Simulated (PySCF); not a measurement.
Correlation energy of Ca (calcium, neutral)

[Ar] 4p2, high-spin 3P determinant (an excited configuration). Calculation: PySCF 2.14, in aug-cc-pwCVTZ-X2C with one added diffuse shell each of s, p, d, f type (10s9p7d4f, 100 functions); scalar relativity by spin-free X2C-1e. Frozen: [Ne]; 10 electrons correlated.

```tsv
level	correlation energy (mhartree)
CCSD	-248.99
(T)	-7.67
CCSD(T)	-256.66
```

Diagnostics: T1 = 0.017, D1 = 0.0547, largest double amplitude 0.165.

A double-excitation amplitude exceeds 0.15, a sign of near-degeneracy.

Cost of the coupled-cluster step: about 80 core-seconds, for 10 correlated electrons.

Iterations:

```
CC2 = 0
CCSD nocc = (np.int64(6), np.int64(4)), nmo = (95, 95)
frozen orbitals [[0, 1, 2, 3, 4], [0, 1, 2, 3, 4]]
max_cycle = 100
direct = 0
conv_tol = 1e-08
conv_tol_normt = 1e-06
diis_space = 8
diis_start_cycle = 0
Init t2, MP2 energy = -0.224861387865756
Init E_corr(UCCSD) = -0.224861387870178
cycle = 1  E_corr(UCCSD) = -0.241400910182495  dE = -0.0165395223  norm(t1,t2) = 0.0676694
cycle = 2  E_corr(UCCSD) = -0.245306093334818  dE = -0.00390518315  norm(t1,t2) = 0.0405138
cycle = 3  E_corr(UCCSD) = -0.249233567146615  dE = -0.00392747381  norm(t1,t2) = 0.0288405
cycle = 4  E_corr(UCCSD) = -0.248686366083641  dE = 0.000547201063  norm(t1,t2) = 0.00910708
cycle = 5  E_corr(UCCSD) = -0.248972813205759  dE = -0.000286447122  norm(t1,t2) = 0.00248137
cycle = 6  E_corr(UCCSD) = -0.249009242039247  dE = -3.64288335e-05  norm(t1,t2) = 0.00097124
cycle = 7  E_corr(UCCSD) = -0.248980639156911  dE = 2.86028823e-05  norm(t1,t2) = 0.000379611
cycle = 8  E_corr(UCCSD) = -0.248978566236845  dE = 2.07292007e-06  norm(t1,t2) = 0.000554142
cycle = 9  E_corr(UCCSD) = -0.248991633867045  dE = -1.30676302e-05  norm(t1,t2) = 0.000289755
cycle = 10  E_corr(UCCSD) = -0.248988602539868  dE = 3.03132718e-06  norm(t1,t2) = 4.47877e-05
cycle = 11  E_corr(UCCSD) = -0.248988593779454  dE = 8.76041389e-09  norm(t1,t2) = 1.4483e-05
cycle = 12  E_corr(UCCSD) = -0.248988382980092  dE = 2.10799361e-07  norm(t1,t2) = 6.28131e-06
cycle = 13  E_corr(UCCSD) = -0.248988451623813  dE = -6.86437205e-08  norm(t1,t2) = 1.80155e-06
cycle = 14  E_corr(UCCSD) = -0.248988455857253  dE = -4.23343965e-09  norm(t1,t2) = 7.37158e-07
UCCSD converged
E(UCCSD) = -679.7322703079018  E_corr = -0.2489884558572525
UCCSD(T) correction = -0.00767086609397566
```
